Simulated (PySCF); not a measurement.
**Fine-structure interval of Sn⁺ by level of theory**

Sn⁺ [Kr] 4d10 5s2 5p1 [5p1/2^1, M_J = 1/2] → Sn⁺ [Kr] 4d10 5s2 5p1 [5p3/2^1, M_J = 3/2], as a difference of total energies. Calculation: PySCF 2.14, in x2c-QZVPPall-2c; the two-component X2C-1e Hamiltonian. Correlated levels: [Ar] 3d10 frozen; the 32 highest virtual spinors dropped. "Screened" scales the spin-orbit matrix elements by Boettger's factors to mimic the two-electron term; Breit and QED terms are absent.

```csv
method,fine-structure interval (cm⁻¹)
GHF (screened spin-orbit),4895.9
GMP2 (screened spin-orbit),3945.4
GHF (bare spin-orbit),5058.5
```

GHF and GMP2 differ strongly here because the two determinants are spin-polarised to different degrees; the interval is a small difference of such terms.

Which method comes closest to the reference value, and which is furthest?

The reference is 4251.5 cm⁻¹ (measured; NIST Handbook of Basic Atomic Spectroscopic Data (Sansonetti and Martin, J. Phys. Chem. Ref. Data 34, 1559 (2005))). Closest: GMP2 (screened spin-orbit) (error -306.11 cm⁻¹); furthest: GHF (bare spin-orbit) (error 806.96 cm⁻¹).
